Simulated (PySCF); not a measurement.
**C₆ coefficients of unlike pairs at PBE0**

Calculated with PySCF 2.14 from the dipole response of each species, C₆(A,B) = (3/π) ∫ α_A(iu) α_B(iu) du, in atomic units, from isotropic polarisabilities. For ions this is the dispersion term alone; charge-induced terms of lower order in 1/R come first.

```json
{"species": "Fe²⁺", "configuration": "[Ar] 3d6 (5D)", "basis": "aug-cc-pVQZ-DK (9s8p6d4f3g2h)", "relativity": "spin-free X2C", "α (bohr³)": "3.748", "C₆ (like pair)": "10.85"}
{"species": "Co", "configuration": "[Ar] 3d7 4s2 (4F)", "basis": "aug-cc-pVTZ (8s7p5d3f2g)", "relativity": "none", "α (bohr³)": "58.65", "C₆ (like pair)": "505.4"}
{"species": "Ir²⁺", "configuration": "[Xe] 4f14 5d7 (4F)", "basis": "aug-cc-pVTZ-PP with ECP60MDF (6s6p5d3f2g)", "relativity": "core potential", "α (bohr³)": "10.30", "C₆ (like pair)": "66.29"}
{"species": "Si⁺", "configuration": "[Ne] 3s2 3p1 (2P)", "basis": "aug-cc-pCVQZ-DK (10s9p7d5f3g)", "relativity": "spin-free X2C", "α (bohr³)": "19.02", "C₆ (like pair)": "100.6"}
```

Task: Estimate C₆ for Co with Fe²⁺.

Result: The integral gives 56.92. The combination rule 2 C_A C_B / (C_A α_B/α_A + C_B α_A/α_B) gives 54.27 and the geometric mean 74.04.

No spin-orbit coupling is included.

The other pairs:

| pair | C₆ |
| --- | --- |
| Si⁺, Fe²⁺ | 28.57 |
| Ir²⁺, Fe²⁺ | 26.58 |
| Si⁺, Ir²⁺ | 74.50 |
| Si⁺, Co | 217.3 |
| Ir²⁺, Co | 149.8 |
